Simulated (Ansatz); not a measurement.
`[NH2][SnH]([OH])[SiH2]F` → `[NH2][SnH]([F])[O][SiH3]`  (isomerisation)

Gas-phase electronic energies from Ansatz, PBE0-D4/def2-TZVP geometries. CBS: MP2 limit from def2 TZ/QZ plus the TZ coupled-cluster correction, frozen cores. Elements past krypton have def2 core potentials. For Sn outer-core shells are correlated without core-valence functions, which leaves a few kJ/mol of doubt a bond. Each species was taken in one conformer, which may not be the lowest.

`[NH2][SnH]([OH])[SiH2]F`:

```xyz
11

N     1.755    1.005    0.352
Sn    0.454   -0.205   -0.616
O     0.975   -2.018   -0.048
Si   -1.993   -0.019    0.172
F    -1.964    0.610    1.651
H     1.430    1.360    1.242
H     2.095    1.784   -0.196
H     0.785   -0.025   -2.287
H     1.908   -2.051    0.182
H    -2.662   -1.341    0.239
H    -2.782    0.900   -0.690
```

`[NH2][SnH]([F])[O][SiH3]`:

Cartesian coordinates in Å:
```
N -2.121 -0.051 0.266
Sn -0.557 1.131 0.643
F 0.221 0.685 2.344
O 0.822 0.643 -0.624
Si 1.623 -0.732 -1.003
H -2.891 0.055 0.915
H -1.874 -1.032 0.228
H -0.829 2.796 0.617
H 1.800 -0.798 -2.477
H 0.849 -1.929 -0.560
H 2.957 -0.768 -0.349
```

| level | ΔE (kJ/mol) |
| --- | --- |
| HF/def2-QZVPP | -56.3 |
| HF/CBS(def2) | -56.7 |

**Question.** What does CCSD(T)/CBS give? (An estimate is asked.)

**Answer.** The calculation gave: -34.1 kJ/mol. The listed levels differ from it by -22.2, -22.6 kJ/mol.

Largest T1 diagnostic among the species: 0.014.

In def2-TZVPP, CCSD(T) changes the Hartree–Fock value by +18.9 kJ/mol (the triples alone add +0.8 kJ/mol) and MP2 by +18.2 kJ/mol. From PBE to PBE0 (25 % exact exchange), in def2-TZVPP and without D4, ΔE moves by −4.7 kJ/mol.
